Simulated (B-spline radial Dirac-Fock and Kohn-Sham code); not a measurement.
# K-line shifts caused by a second vacancy in Tc⁴⁺

System: the Tc⁴⁺ ion, [Kr] 4d3, inside a Watson sphere of charge -4 and radius 3 Å (a model of the Madelung potential; inside it an electron's potential energy is raised by 19.2 eV).

Calculated with a radial atomic solver, using relaxed Dirac-Fock hole states (ΔSCF) with Breit and QED corrections and a finite nucleus. Each two-hole energy is an average over J within one jj subconfiguration, not an observable level; in light atoms, where LS coupling holds, the j-resolved values are not observed lines, and for a K spectator the Kα1 hypersatellite is nearly forbidden. Correlation and solid-state effects are left out.

Lines without a spectator: Kα2 (K-L2) 18248.7 eV, Kα1 (K-L3) 18365.2 eV, Kβ3 (K-M2) 20594.7 eV, Kβ1 (K-M3) 20614.7 eV. Shifts in eV with one spectator hole (a dash: not computed, or left out as unreliable):

```
spectator hole    Kα2    Kα1     Kβ3     Kβ1
    L2 (2p1/2)  +50.7  +63.2       –  +136.8
    L3 (2p3/2)  +52.2  +51.5  +124.9       –
    M2 (3p1/2)      –  +6.38  +15.14  +18.59
    M3 (3p3/2)  +5.02      –  +16.36  +15.78
    M4 (3d3/2)  +0.44  -1.66       –       –
    M5 (3d5/2)  -1.97  -0.50       –       –
```

Question: Where does the K-L3 hypersatellite lie, emitted when both K electrons are missing?

Answer: +491.3 eV from the normal line, at 18856.5 eV. Removing both K electrons costs 42844.3 eV, which is 667.3 eV more than twice the K binding energy.

With n spectator holes in 2p, averaged over the 2p shell (energies in eV):

```
n     KαLⁿ   step  hypersatellite KαʰLⁿ
0  18326.4      –               18814.0
1  18381.1  +54.8               18870.1
2  18437.1  +56.0               18927.5
3  18494.3  +57.2               18986.0
4  18552.7  +58.4               19045.9
5  18612.4  +59.7               19106.9
```
